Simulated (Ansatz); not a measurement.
`CO[SiH](O)[SiH](O)O` + `[GeH3][Br]` → `CO[SiH](O)Br` + `O[SiH](O)[GeH3]`  (redistribution)

Isolated molecules relaxed with PBE0-D4/def2-TZVP in Ansatz; ΔE leaves out vibrations. CBS: MP2 limit from def2 TZ/QZ plus the TZ coupled-cluster correction, frozen cores. Functionals use def2-TZVPP. B3LYP here is the variant with VWN-RPA as its local correlation; programs differ in this. For Br, Ge outer-core shells are correlated without core-valence functions, which leaves a few kJ/mol of doubt a bond. Scalar relativity is left out up to krypton. Each species was taken in one conformer, which may not be the lowest.

Is it downhill or uphill in electronic energy at CCSD(T)/CBS, and by how much? (Estimate.)

Computed: Downhill: ΔE = -0.67 eV.

What do these levels give: B3LYP-D4, PBE, CCSD/def2-TZVPP, CCSD(T)/def2-TZVPP, MP2/CBS(def2), CCSD/CBS(def2)? (An estimate is asked.)

The calculation gave: B3LYP-D4 -0.58, PBE -0.62, CCSD/def2-TZVPP -0.60, CCSD(T)/def2-TZVPP -0.62, MP2/CBS(def2) -0.73, CCSD/CBS(def2) -0.66 eV.

Largest T1 diagnostic among the species: 0.012.

In def2-TZVPP, CCSD(T) changes the Hartree–Fock value by −0.14 eV (the triples alone add −0.02 eV) and MP2 by −0.20 eV.
